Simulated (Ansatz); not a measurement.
`[SeH][SiH]([SeH])[SeH]` + `CO[SiH2]F` → `CO[SiH](F)[SeH]` + `[SeH][SiH2][SeH]`  (formal exchange of groups at the Se–Si bond)

Program: Ansatz. Geometries: PBE0-D4/def2-TZVP. ΔE: electronic, gas phase. CCSD(T)/CBS is the MP2 limit (def2-TZVPP, def2-QZVPP) plus CCSD(T) − MP2 in def2-TZVPP, frozen cores. DFT in def2-TZVPP. B3LYP here is the variant with VWN-RPA as its local correlation; programs differ in this. HSE06 is defined as in plane-wave codes. For Se outer-core shells are correlated without core-valence functions, which leaves a few kJ/mol of doubt a bond. Scalar relativity is left out up to krypton. Each species was taken in one conformer, which may not be the lowest.

| level | ΔE (kJ/mol) | difference from CCSD(T)/CBS |
| --- | --- | --- |
| PBE-D4 | 0.4 | -1.0 |
| BLYP-D4 | 2.6 | 1.2 |
| r2SCAN-D4 | -3.0 | -4.4 |
| B97M-V | -2.7 | -4.1 |
| PBE0-D4 | 0.1 | -1.3 |
| B3LYP-D4 | 2.0 | 0.6 |
| r2SCANh-D4 | -2.7 | -4.1 |
| r2SCAN0-D4 | -2.2 | -3.6 |
| HSE06-D4 | 0.2 | -1.2 |
| BHLYP-D4 | 3.1 | 1.7 |
| CAM-B3LYP-D4 | -0.4 | -1.8 |
| ωB97X-V | -1.0 | -2.4 |
| ωB97M-V | -0.8 | -2.2 |
| B2PLYP | 0.9 | -0.5 |
| PBE-QIDH | 1.1 | -0.3 |
| revPBE | -1.0 | -2.4 |
| BLYP | -1.1 | -2.5 |
| r2SCAN | -3.2 | -4.6 |
| PBE0 | -1.6 | -3.0 |
| B3LYP | -1.4 | -2.8 |
| r2SCANh | -3.0 | -4.4 |
| r2SCAN0 | -2.6 | -4.0 |
| HSE06 | -1.5 | -2.9 |
| BHLYP | -1.6 | -3.0 |
| CAM-B3LYP | -2.3 | -3.7 |
| LC-ωPBE | -2.0 | -3.4 |
| RPA@PBE/def2-TZVPP | 1.8 | 0.4 |
| HF/def2-SVP | -2.6 | -4.0 |
| MP2/def2-SVP | 2.2 | 0.8 |
| CCSD/def2-SVP | -1.1 | -2.5 |
| CCSD(T)/def2-SVP | -0.7 | -2.1 |
| HF/def2-TZVPP | -1.7 | -3.1 |
| MP2/def2-TZVPP | 5.5 | 4.1 |
| CCSD/def2-TZVPP | 0.3 | -1.1 |
| CCSD(T)/def2-TZVPP | 1.0 | -0.4 |
| MP2/def2-QZVPP | 5.6 | 4.2 |
| SCS-MP2/def2-QZVPP | 4.6 | 3.2 |
| HF/CBS(def2) | -2.1 | -3.5 |
| MP2/CBS(def2) | 5.9 | 4.5 |
| CCSD/CBS(def2) | 0.7 | -0.7 |
| CCSD(T)/CBS | 1.4 | 0 |

Q: What do rigid-rotor, harmonic-oscillator terms from PBE0-D4/def2-TZVP frequencies (298.15 K, 1 bar) make of the CCSD(T)/CBS value? (Best estimate.)

A: Ansatz gave: ΔZPE = -0.2 kJ/mol, ΔH = +0.9 kJ/mol, ΔS = 2 J/(mol·K), ΔG = +0.3 kJ/mol.

Largest T1 diagnostic among the species: 0.011.

Leaving LDA and LC-ωPBE aside and taking each functional with its dispersion term where it has one, the values spread over 6.2 kJ/mol, from r2SCAN-D4 to BHLYP-D4. The D4 term adds +3.4 kJ/mol with B3LYP and +1.7 kJ/mol with PBE0; it sums over pairs of atoms, weighted by their polarisabilities, and B3LYP, whose exchange is more repulsive, gets the larger term.

CCSD(T)/CBS has its own doubt, a few kJ/mol and more with outer-core shells, so smaller differences from it don't rank the levels.
